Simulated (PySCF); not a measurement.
ICl: energy against distance

Set-up: PySCF, spin-free X2C with a Gaussian nucleus, basis sets I x2c-SVPall, Cl x2c-SVPall. Energies in eV from I + Cl in their ground configurations at the same level. State: ¹Σ⁺ (singlet), closed shell.

Curves on a restricted Hartree–Fock reference rise too fast on stretching and do not dissociate correctly.

| R (Å) | PW91 | RHF-MP2 | RHF-SCS-MP2 | RHF-CCSD |
| --- | --- | --- | --- | --- |
| 2.033 | -1.082 | -0.375 | -0.248 |  |
| 2.128 | -1.857 | -1.171 | -1.058 | -0.960 |
| 2.222 | -2.286 | -1.606 | -1.509 | -1.415 |
| 2.293 | -2.448 | -1.765 | -1.679 | -1.590 |
| 2.364 | -2.511 | -1.819 | -1.744 | -1.661 |
| 2.435 | -2.501 | -1.796 | -1.732 | -1.655 |
| 2.530 | -2.407 | -1.679 | -1.630 | -1.563 |
| 2.648 | -2.206 | -1.444 | -1.414 | -1.361 |
| 2.789 | -1.900 | -1.095 | -1.086 | -1.057 |
| 2.979 | -1.458 | -0.599 | -0.620 |  |

Question: Put a parabola through the three lowest points of the PW91 curve and estimate Re, k and ωe (reduced mass 27.41 u; 1 eV/Å² = 0.16022 mdyn/Å; ωe = 1302.8·√(k/μ) cm⁻¹).

Answer: Through R = 2.293, 2.364, 2.435 Å the second-order coefficient is 7.24 eV/Å², so Re ≈ 2.390 Å, k ≈ 2.32 mdyn/Å and ωe ≈ 379 cm⁻¹. A polynomial fit of higher order to the unrounded PW91 energies gives Re = 2.387 Å, k = 2.09 mdyn/Å, ωe = 360 cm⁻¹; anharmonicity and rounding make the difference.

The higher-order fit for each curve: PW91: Re = 2.387 Å, ωe = 360 cm⁻¹, De = 2.51 eV; RHF-MP2: Re = 2.375 Å, ωe = 381 cm⁻¹, De = 1.82 eV; RHF-SCS-MP2: Re = 2.386 Å, ωe = 372 cm⁻¹, De = 1.75 eV; RHF-CCSD: Re = 2.392 Å, ωe = 365 cm⁻¹, De = 1.67 eV.

Correlated steps freeze 23 core orbitals. Correlated levels converge slowly with the basis: in double zeta they bind strong bonds too weakly, by up to about 1 eV, and carry superposition errors of some tenths. Spin–orbit coupling is left out, which matters for elements this heavy, above all for dissociation energies. Where the molecule has an RHF reference, its open-shell atoms are computed with UHF.
